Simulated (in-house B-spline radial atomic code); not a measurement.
**Removing one electron from Bi65+**

Closed shell [Ne] 3s2 3p6. Computed with an all-electron radial atomic-structure program (B-spline basis): Koopmans values of Dirac-Hartree-Fock plus a diagonal self-energy, in second order or with its direct term screened (direct RPA, with the hole-particle interaction, or full time-dependent Hartree-Fock), linearised in energy; no-pair Dirac-Coulomb Hamiltonian, finite nucleus. Shifts add to the Koopmans value (the ΔSCF shift is orbital relaxation alone); the final value takes TDHF screening with Breit and QED.

Command:
```bash
python run_mb.py task.json out
```
Settings (nuclear radius in fm, box in bohr, cutoff in hartree):
```
basis_form          2
Z                   83
core_configuration  [Ne] 3s2 3p6
rms_radius          5.5211
mass_number         209
speed_of_light      137.036
box_radius          2.119
lmax                7
intervals           55
virtual_cutoff      27556.0
```

Time taken, with all properties: 5.9 s on 1 thread of Arm Neoverse V2, with other jobs on the host.

Energies in eV:

```csv
subshell,Koopmans,ΔSCF shift,second order,direct RPA,hole-particle,TDHF,Breit + QED,final
3p3/2,7592.90,-1.081,?,?,?,?,?,?
```

Question: What does the self-energy do to 3p3/2?

Answer: It shifts the removal energy by 1.983 eV in second order, 1.536 with direct RPA, 1.745 with the hole-particle term and 1.838 with TDHF screening (quasi-particle weight 0.996); Breit and QED add -9.748 eV. The final value is 7584.99 eV, against 7580 ± 30 eV (NIST, tabulated theory).
